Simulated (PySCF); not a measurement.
**Telling isomers of C₄H₃ClN₂O apart by NMR**

Relativity neglected, a single conformation, no solvent model, equivalent nuclei averaged. PBE0/pcSseg-1 with gauge-including orbitals; GFN2-xTB structure; PySCF.

δ = σ(ref) − σ, references computed at the same level: ¹H and ¹³C against TMS. Where no couplings were computed, multiplicities follow the n + 1 count of equivalent neighbours, and m marks all less simple cases (inequivalent or close neighbours, rings, F or P nearby). Shifts are as computed. Against solution values, carbons near 30 ppm lie about +3 ppm off and those near 130 ppm about +5 ppm; carbons on Cl a further +6 ppm. Of 1211 compounds with measured shifts, 218 miss one by over three times the rms of a fit or turn the order of signals round; such compounds aren't used in these exercises. Carbons bonded to Cl come out too deshielded.

(1) Tabulate the signals of `[O-][n+]1cccnc1Cl`, `C=Cc1nnc(Cl)o1` and their relative energies.

(2) What is the quickest way to tell [O-][n+]1cccnc1Cl from C=Cc1nnc(Cl)o1?

Answers

(1) 
```tsv
SMILES	carbon types	δC	δH	E rel. (kcal/mol)
[O-][n+]1cccnc1Cl	1×C 3×CH	161.9, 150.2, 142.5, 125.3	8.57 (d, 1H), 7.93 (d, 1H), 7.19 (m, 1H)	8.8
C=Cc1nnc(Cl)o1	2×C 1×CH 1×CH2	172.8, 162.8, 131.2, 129.8	7.08 (m, 1H), 6.55 (m, 1H), 6.07 (m, 1H)	0.0
```

Energies are electronic energies at PBE0/pcSseg-1 on these geometries, without zero-point or thermal terms, each for the one conformer computed, which needn't be the lowest.

(2) Both give the same number of carbon signals, but DEPT or the intensities differ. The first has an aromatic CH next to a ring nitrogen at 150.2 ppm, the second a terminal =CH2 carbon at 131.2 ppm. Their most deshielded carbons lie at 161.9 and 172.8 ppm. In the proton spectra the most deshielded non-exchanging signals are 8.57 (d, 1H) and 7.08 (m, 1H).
